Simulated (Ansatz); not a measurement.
The cluster Pb₄S₃. Charge 0, multiplicity 3. Geometry r2SCAN-D4/def2-SVP, that of the neutral singlet; atoms count from 1.

```xyz
7

Pb   -0.4137   -1.4729    1.4148
Pb    1.4195    1.7312    0.4649
Pb   -1.6575    1.3106   -0.8733
Pb    0.9471   -0.5181   -2.0155
S    -1.4467   -1.3648   -1.1139
S    -0.9086    1.1992    1.7124
S     2.0600   -0.8853    0.4106
```

In the def2 sets Pb takes a core potential; there is no spin–orbit coupling. At PBE0-D4/def2-SVP a singlet of charge 0 lies 2.14 eV below the triplet at the same geometry. The structure comes from a short search, and lower isomers may exist.

Question: Estimate the Mulliken populations from the PBE0/def2-SVP orbitals of Ansatz.

Answer: 
```
atom  charge (e)  spin (α − β)
 Pb1        0.55          0.16
 Pb2        0.33          0.63
 Pb3        0.38          0.52
 Pb4        0.33          0.62
  S5       -0.53          0.03
  S6       -0.53          0.03
  S7       -0.54          0.01
```
Mulliken values and Mayer orders depend strongly on the basis.

Question: Where does the spin sit?

Answer: Summed by element: Pb 1.94, S 0.06, of 2 unpaired in all. Largest on single atoms: Pb2 0.63, Pb4 0.62, Pb3 0.52.

Question: And the Mayer bond orders between bonded heavy atoms (over 0.3)?

Answer: Pb1–S5 0.64 (2.73 Å); Pb1–S6 0.64 (2.73 Å); Pb1–S7 0.66 (2.73 Å); Pb2–Pb3 0.39 (3.38 Å); Pb2–S6 0.73 (2.69 Å); Pb2–S7 0.71 (2.69 Å); Pb3–Pb4 0.41 (3.38 Å); Pb3–S5 0.69 (2.69 Å); Pb3–S6 0.69 (2.69 Å); Pb4–S5 0.73 (2.69 Å); Pb4–S7 0.70 (2.69 Å).
